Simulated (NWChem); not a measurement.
A series in which one site is exchanged, each optimised at PBE0/def2-SVP with NWChem, gas phase unless a solvent is named. This build's default masses of Se (78.918 u) and Br (79.917 u) are each other's, which moves their modes by up to 0.6 %. Some are not confirmed as minima by frequencies. def2 effective core potentials on Te; no spin-orbit coupling.

A: [GeH3][Be][Cl] (BeGeH₃Cl; site = Be)
B: [Mg]([GeH3])[Cl] (MgGeH$_{3}$Cl; site = Mg)
C: [Se](Cl)[GeH3] (GeH$_{3}$SeCl; site = Se)
D: Cl[Te][GeH3] (GeH3TeCl; site = Te)

### Question
Rank them by orbital gap (eV), PBE0/def2-SVP, lowest first.

### Answer
D (3.84), C (4.53), B (6.26), A (7.19)
